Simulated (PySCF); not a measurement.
C4H5O3S (charge -1).
Bonds: O1–S2 (double), S2–O3 (double), S2–O4, S2–C5, C5–C6 (double), C6–C7, C7–C8, C6–C8. Hydrogens: H9 on C5; H10, H11 on C7; H12, H13 on C8.

Structure optimised with GFN2-xTB, isolated species.

(1) What internal coordinates does the optimisation give?

## Answers

(1) 
| bond | length (Å) | order |
| --- | --- | --- |
| O1=S2, S2=O3 | 1.463 | double |
| S2–O4 | 1.460 | single |
| S2–C5 | 1.826 | single |
| C5=C6 | 1.298 | double |
| C6–C7 | 1.476 | single |
| C7–C8 | 1.518 | single |
| C6–C8 | 1.462 | single |
| C5–H9 | 1.078 | single |
| C7–H10, C7–H11 | 1.083 | single |
| C8–H12, C8–H13 | 1.080 | single |

Bonds in one row agree within 0.01 Å and their mean is given. Orders are formal, as drawn. A selection of angles:
| angle | degrees |
| --- | --- |
| O1–S2–O3 | 113.9 |
| O1–S2–O4 | 114.3 |
| O1–S2–C5 | 103.1 |
| O4–S2–C5 | 105.8 |
| S2–C5–C6 | 119.6 |
| C5–C6–C7 | 151.6 |
| C5–C6–C8 | 146.2 |
| C7–C6–C8 | 62.2 |
| C6–C7–C8 | 58.4 |
| C6–C8–C7 | 59.4 |

Torsions: O1–S2–C5–C6 89° (synclinal); S2–C5–C6–C7 -178° (antiperiplanar); C5–C6–C7–C8 -179° (antiperiplanar); C5–C6–C8–C7 180° (antiperiplanar). The mirror-image conformer, all signs reversed, is as good.

All 3 O–S bonds measure 1.460 to 1.464 Å. Of the pairs four or more bonds apart, O4···C8 is among the closest relative to their van der Waals radii: 3.16 Å, 98 % of the sum of Bondi's values. C6 (fully substituted alkene carbon) has angles 151.6°, 146.2° and 62.2°, sum 360.0°, 0.00 Å off the plane of its three neighbours. The 3-membered ring C6–C7–C8 has internal angles of 58.4° to 62.2°. C5 (alkene CH carbon) is planar (angles 124.8°, 119.6° and 115.6°, sum 359.9°, 0.02 Å off the plane of its three neighbours). The 4 C–C bonds span 1.298 Å (C5=C6, drawn double) to 1.518 Å (C7–C8, drawn single), a spread of 0.220 Å. S2 (sulfonyl sulfur) is distorted tetrahedral (angles from 103.1° to 114.3°).

Point group: C1 (no symmetry element, even within 0.4 Å). Stationary, but not proved a minimum.

These are computed values.
